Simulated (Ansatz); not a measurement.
Ideal-gas functions of Cl2H2NSV, SMILES `[NH2][V](=[S])([Cl])[Cl]` at 500 K and 1 bar, from an Ansatz frequency run at PBE0-D4/def2-TZVP.

Molar mass 169.94 g/mol, point group Cs (symmetry number 1), electronic degeneracy 1, moments of inertia 281.412, 310.144, 411.031 u Å². Harmonic wavenumbers (cm⁻¹, unscaled): 132, 152, 168, 186, 225, 379, 423, 479, 520, 583, 692, 782, 1516, 3540, 3677.

Use S(trans) = R[1.5 ln M + 2.5 ln T − 1.1517]; rotational temperatures θ = 24.2544 K / I; S(rot) = R[ln(√π/σ · √(T³/θAθBθC)) + 1.5]; for each mode x = 1.438777 ν̃/T, S = R[x/(eˣ − 1) − ln(1 − e⁻ˣ)] and H = RT x/(eˣ − 1); 1 cm⁻¹ = 0.0119627 kJ/mol; R = 8.31446 J/(mol·K).

Question: By hand: the entropy, in J/(mol·K).

Answer: Translation 183.6. Rotation: θ = 0.0862, 0.0782, 0.059 K, giving 127.3. Vibration, mode by mode: 16.41, 15.26, 14.44, 13.61, 12.07, 7.99, 7.18, 6.27, 5.70, 4.92, 3.84, 3.13, 0.58, 0.00, 0.00, in all 111.4. Electronic 0.0. Sum 422.3 J/(mol·K).

Question: By hand: H − E and G − E in kJ/mol, counted from the electronic energy.

Answer: Zero-point energy ½ × 13454 × 0.0119627 = 80.5; thermal vibration 28.5; translation, rotation and pV give 4 RT = 16.6. H − E = 125.6 kJ/mol, and G − E = 125.6 − 500 × 422.3/1000 = -85.6 kJ/mol.

Vibration gives 26 % of the entropy, 16.4 J/(mol·K) of it from the mode under 150 cm⁻¹: soft modes count most, and the harmonic formula is weakest for them. The sum counts one conformer and one mirror image; others add a mixing term.
